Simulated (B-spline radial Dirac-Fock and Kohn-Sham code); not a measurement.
## Re⁵¹⁺: eigenvalues, ΔSCF and the reference

System: the Re⁵¹⁺ ion, configuration [Ar] 3d6.

The density-functional columns are spherical, spin-unpolarised Dirac-Kohn-Sham results without Breit or QED terms: −ε is minus the orbital energy of the initial state and ΔSCF the difference of two total energies. The reference in the last column comes from Dirac-Fock (average of configuration) total-energy differences with a finite nucleus, the Breit interaction including its frequency dependence, and self-energy and vacuum-polarisation corrections. All numbers are from a radial atomic solver, in eV; a selection of levels is shown. The Kohn-Sham columns are given as differences from the reference. For the 1s level of heavy atoms much of the gap between ΔSCF and the reference is the Breit and QED part, -366.0 eV here; for other levels the error of the functional can be larger.

```tsv
level	LDA −ε − DF	LDA ΔSCF − DF	Dirac-Fock
1s	-253.6	+355.2	74864.1
2s	-188.9	-45.4	15637.8
2p1/2	-140.4	+34.6	15083.6
2p3/2	-153.7	+1.2	13645.7
3s	-94.5	-33.7	5738.9
3p1/2	-69.7	-5.4	5503.5
3p3/2	-70.9	-10.8	5156.9
3d	-65.0	+3.5	4774.5
```

Values without a named source are computed, but for edge energies of neutral atoms, which are taken from tables.
